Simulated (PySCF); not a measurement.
**Structure elucidation problem**

An unknown has the formula C5H11ClO2Si. Its calculated NMR data are:

$^{1}$H NMR (500 MHz, computed): δ 4.57 (d, 1H), 3.59 (s, 3H), 3.27 (m, 1H), 2.70 (s, 3H), 1.18 (d, 3H).

$^{13}$C{$^{1}$H} NMR (computed): δ 241.3 (C), 77.1 (CH), 59.9 (CH3), 41.1 (CH3), 13.6 (CH3).

- GIAO PBE0/pcSseg-1 shieldings
- GFN2-xTB geometry
- run in PySCF 2.14
- no solvent model, one averaged value for each set of equivalent atoms, a single conformation, non-relativistic Hamiltonian

References, each an isolated molecule treated in the same way: $^{1}$H and $^{13}$C vs TMS.

What is the structure?

Results:


Rings plus π bonds: 1 (no ring in the answer). 5 carbon signals for 5 carbons: no two carbons are equivalent. Carbon types of the structure: 1 × C, 1 × CH, 3 × CH3, leaving 1 H on heteroatoms. δC 241.3: carbonyl carbon. δC 77.1: sp3 CH bonded to O and Si; deshielded by the electronegative neighbour. δC 59.9: methyl carbon bonded to O; deshielded by the electronegative neighbour. δC 41.1: methyl carbon α to a carbonyl; α to the electron-withdrawing carbonyl group. δC 13.6: methyl carbon; a saturated carbon with 1 carbon neighbour and no heteroatom attached. δH 3.59: hydrogen on a methyl carbon bonded to O; its carbon carries O, hence the downfield position. δH 3.27: hydrogen on an sp3 CH bonded to O and Si; its carbon carries O, which withdraws density.

The compound is `InChI=1S/C5H11ClO2Si/c1-4(7)9(6)5(2)8-3/h5,9H,1-3H3/t5-,9-/m1/s1`.

This is the structure that produced the data.

Shifts are as computed. Against solution values, carbons near 30 ppm lie about +3 ppm off and those near 130 ppm about +5 ppm. Of 1211 compounds with measured shifts, 218 miss one by over three times the rms of a fit or turn the order of signals round; such compounds aren't used in these exercises. No couplings were computed; multiplicities are counted from neighbouring protons, with m where these are inequivalent, close in shift, in a saturated or five-membered ring or joined by F or P, and br s for small geminal =CH2 splittings.
